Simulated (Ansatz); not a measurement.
Basis sets compared for 1-butyl-3-methylimidazolium tetrafluoroborate, `CCCCn1cc[n+](C)c1.F[B-](F)(F)F`. Total charge 0; singlet. Geometry PBE-D4/def2-SVP. Ansatz on 4 threads of Arm Neoverse V1 on a shared host; times are rough, and most runs start from earlier orbitals.

```xyz
30

C    -0.3664    3.9453   -1.6032
C     0.0465    2.8976   -0.5680
C     0.7292    1.6756   -1.1910
C     1.2207    0.6218   -0.1998
N     0.1324   -0.0097    0.5645
C    -0.3830    0.3804    1.7880
C    -1.2833   -0.5863    2.1712
N    -1.2961   -1.5439    1.1685
C    -2.0147   -2.8169    1.1680
C    -0.4314   -1.1743    0.2086
H     0.5117    4.3219   -2.1678
H    -0.8585    4.8175   -1.1285
H    -1.0767    3.5214   -2.3431
H     0.7332    3.3576    0.1784
H    -0.8516    2.5737    0.0038
H     0.0497    1.1909   -1.9262
H     1.6167    2.0008   -1.7759
H     1.7386   -0.2120   -0.7132
H     1.9189    1.0561    0.5431
H    -0.0558    1.2937    2.2924
H    -1.8995   -0.6773    3.0701
H    -2.9832   -2.7185    0.6393
H    -2.1965   -3.1250    2.2132
H    -1.3660   -3.5602    0.6642
H    -0.1432   -1.7568   -0.6802
F     1.5130   -2.2048   -1.5676
B     1.7367   -3.1237   -0.4683
F     2.7784   -3.9756   -0.7455
F     1.9746   -2.3349    0.6861
F     0.5057   -3.8340   -0.2813
```

Binding counts from free atoms (C triplet, N quartet, H doublet, F doublet, B doublet) in the same basis, without a counterpoise term.

```csv
level,functions,energy (Eh),HOMO (eV),LUMO (eV),binding per atom (eV),wall time
PBE-D4/def2-SVP,285,-846.2694,-6.42,-1.86,4.63,7.5 s
PBE0-D4/def2-SVP,285,-846.3285,-8.20,-0.90,4.53,15 s
```

Q: Estimate the rows for PBE-D4/def2-TZVP (with forces), PBE0-D4/def2-TZVP.

A: 
```tsv
level	functions	energy (Eh)	HOMO (eV)	LUMO (eV)	binding per atom (eV)	wall time
PBE-D4/def2-TZVP (with forces)	555	-847.2353	-6.87	-2.00	4.56	21 s
PBE0-D4/def2-TZVP	555	-847.2842	-8.21	-1.02	4.46	46 s
```
